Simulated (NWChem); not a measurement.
System: BaO; SMILES [O]=[Ba]

All runs: NWChem. Geometry: optimised at PBE0-D3(BJ)/def2-TZVP. def2 effective core potentials on Ba; no spin-orbit coupling. Vertical excitations in the gas phase; the lowest state need not have the same character in each row.

For level PBE/def2-SVP, TDA:

- lowest excitation, singlet (eV) = 1.88
- orbital gap (eV) = 1.86

Task: What are these values for level BHandHLYP/def2-SVP, TDA?

Result: The lowest excitation, singlet (eV) is 2.62. The orbital gap (eV) comes out as 4.76.
